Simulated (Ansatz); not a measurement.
Species: H2BBr2N, SMILES `NB(Br)Br` (charge 0, multiplicity 1).

Give a relaxed geometry from B3LYP-D3(BJ)/def2-TZVP (Ansatz, a quantum-chemistry and plane-wave program).

the end point of this relaxation (outside a Z-matrix the atoms follow the SMILES, hydrogens last).
Z-matrix (Å, degrees):
```
B
N 1 1.3817
H 2 1.0067 1 122.45
H 2 1.0067 3 115.10 1 -180.00
Br 1 1.9346 2 120.06 3 0.00
Br 1 1.9346 2 120.06 3 180.00
```
